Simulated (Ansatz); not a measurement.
Stepwise reaction of `[OH][SnH3]` with hydrogen fluoride, as a gas-phase model of exchange steps in deposition or etching. ΔE in kJ/mol; ΔG adds harmonic PBE0-D4 terms to CCSD(T)/CBS, at 1 bar.

Program: Ansatz. Geometries: PBE0-D4/def2-TZVP. ΔE: electronic, gas phase. CCSD(T)/CBS is the MP2 limit (def2-TZVPP, def2-QZVPP) plus CCSD(T) − MP2 in def2-TZVPP, frozen cores. This one scheme is used for every species. DFT in def2-TZVPP. B3LYP here is the variant with VWN-RPA as its local correlation; programs differ in this. def2 core potentials past Kr. For Sn outer-core shells are correlated without core-valence functions, which leaves a few kJ/mol of doubt a bond. One conformer a species, not always the lowest.

| step | reaction | PBE-D4 | B3LYP-D4 | ωB97M-V | CCSD(T)/CBS | ΔG(600 K) |
| --- | --- | --- | --- | --- | --- | --- |
| 1 | `[OH][SnH3]` + H–F → `[OH][SnH2][F]` + H₂ | -51.0 | -53.0 | -49.6 | -49.3 | -45.1 |
| 3 | `[OH][SnH]([F])[F]` + H–F → `[OH][Sn]([F])([F])[F]` + H₂ | -10.7 | -10.0 | -8.2 | -9.5 | -10.5 |

(1) Give the row of step 2, `[OH][SnH2][F]` + H–F → `[OH][SnH]([F])[F]` + H₂. (Estimate.)

(2) By hand: ΔE of the 3 steps together at CCSD(T)/CBS.

Results:

(1) The calculation gave: 
| step | reaction | PBE-D4 | B3LYP-D4 | ωB97M-V | CCSD(T)/CBS | ΔG(600 K) |
| --- | --- | --- | --- | --- | --- | --- |
| 2 | `[OH][SnH2][F]` + H–F → `[OH][SnH]([F])[F]` + H₂ | -42.4 | -43.4 | -41.2 | -40.9 | -39.6 |

(2) (-49.3) + (-40.9) + (-9.5) = -99.7 kJ/mol, or -33.2 kJ/mol a step.

In ΔE each step is higher than the one before. All are downhill at CCSD(T)/CBS. ΔG lies between -45.1 and -10.5 kJ/mol a step. PBE-D4 differs from CCSD(T)/CBS by -1.7 to -1.2 kJ/mol a step. Isolated molecules leave out the surface, adducts and barriers. Largest T1 diagnostic: 0.015.
